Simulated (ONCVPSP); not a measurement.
How hard is this aluminium (Al) ONCV potential?

```
Element                 : aluminium
Generator               : ONCVPSP 4.0.1
Type                    : optimised norm-conserving Vanderbilt (ONCV)
Functional              : LDA (Perdew-Wang 92)
Relativity              : non-relativistic
Frozen core             : [He]
Valence charge          : 11
Reference configuration : 2s2 2p6 3s2 3p1
Partial waves           : 2s+3s: rc 0.95 bohr, ncon 4, nbas 9, qcut 13.9 1/bohr, 2 projectors; 2p+3p: rc 1.10 bohr, ncon 4, nbas 8, qcut 15.1 1/bohr, 3 projectors, debl 3.8 Ha; d scattering state at 0.27 Ha: rc 1.15 bohr, ncon 4, nbas 9, qcut 10 1/bohr, 2 projectors, debl 2.2 Ha
Local potential         : polynomial inside 0.75 bohr (lpopt 4, dvloc0 0 Ha)
Core correction         : Teter function fitted to the true core (icmod 2), fcfact 0.45
```

Q: For each optimised wave give the share of its norm inside rc, the residual kinetic energy above qcut (Ha) and the cutoffs (Ha) for errors of 10, 1, 0.1 and 0.01 mHa per electron.

A:

```tsv
wave	norm inside rc	residual KE	10 mHa	1 mHa	0.1 mHa	0.01 mHa
2s	0.876	1.6e-07	20.6	54.3	69.3	80.5
3s	0.032	8.7e-08	13.0	36.8	60.3	75.4
2p	0.926	4.1e-08	63.0	76.8	87.9	97.2
3p	0.021	1.7e-08	43.6	62.4	77.9	90.3
p projector 3	0.067	5.2e-07	58.6	76.8	91.2	102.3
d projector 1	0.018	9.8e-07	7.0	18.7	31.1	41.1
d projector 2	0.153	4.0e-05	24.6	36.6	46.6	69.7
```

The occupied waves need 77 Ha and 88 Ha for 1 and 0.1 mHa. 1 of 4 tests not solved or not reliable.
